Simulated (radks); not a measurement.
Radial electron density D(r) = 4 pi r^2 rho(r) of an atom or ion with 21 electrons. All-electron calculation, Dirac Kohn-Sham, XLYP, spin-unpolarised, spherical densities, finite nucleus; Fermi nuclear charge, rms radius of each element as measured or else 0.836 A^(1/3) + 0.57 fm. Program: a radial shooting solver on a logarithmic mesh with Libxc functionals.

| r (bohr) | D(r) (e/bohr) |
|---|---|
| 0.007192 | 4.059 |
| 0.00824 | 5.058 |
| 0.009365 | 6.182 |
| 0.01073 | 7.592 |
| 0.01219 | 9.135 |
| 0.01397 | 11.01 |
| 0.01601 | 13.11 |
| 0.01819 | 15.27 |
| 0.02084 | 17.70 |
| 0.02369 | 20.01 |
| 0.02714 | 22.38 |
| 0.03085 | 24.37 |
| 0.03534 | 26.07 |
| 0.04049 | 27.15 |
| 0.04602 | 27.48 |
| 0.05272 | 27.05 |
| 0.05992 | 25.98 |
| 0.06865 | 24.35 |
| 0.07802 | 22.68 |
| 0.08939 | 21.22 |
| 0.1024 | 20.56 |
| 0.1164 | 20.97 |
| 0.1334 | 22.56 |
| 0.1516 | 24.82 |
| 0.1736 | 27.38 |
| 0.1974 | 29.10 |
| 0.2261 | 29.39 |
| 0.2591 | 27.62 |
| 0.2944 | 24.17 |
| 0.3373 | 19.39 |
| 0.3834 | 14.88 |
| 0.4392 | 11.20 |
| 0.4992 | 9.383 |
| 0.5719 | 9.142 |
| 0.6553 | 9.899 |
| 0.7447 | 10.58 |
| 0.8532 | 10.48 |
| 0.9697 | 9.389 |
| 1.111 | 7.444 |
| 1.263 | 5.405 |
| 1.447 | 3.544 |
| 1.657 | 2.275 |
| 1.884 | 1.610 |
| 2.158 | 1.278 |
| 2.453 | 1.113 |
| 2.81 | 0.9393 |
| 3.194 | 0.7281 |
| 3.659 | 0.4813 |
| 4.192 | 0.2679 |
| 4.765 | 0.1296 |
| 5.459 | 0.04868 |
| 6.205 | 0.01530 |
| 7.108 | 0.003334 |
| 8.079 | 0.0005928 |

What is the nuclear charge?

Answer. Z = 23. The innermost maximum, from 1s, lies near gamma/Z bohr with gamma = sqrt(1 - (Z/c)^2) = 0.986, here 0.0429 bohr (found: 0.0457), and its height grows with Z. The density is that of the vanadium ion V2+ in [Ne] 3s2 3p4 3d3 4p2; the configuration itself is not fixed sharply by these data, and Z only to about a unit. D(r) has 3 maxima, at r = 0.0457, 0.216, 0.788 bohr, and minima at 0.104, 0.545 bohr, inside which lie 2.14, 10.62 electrons.
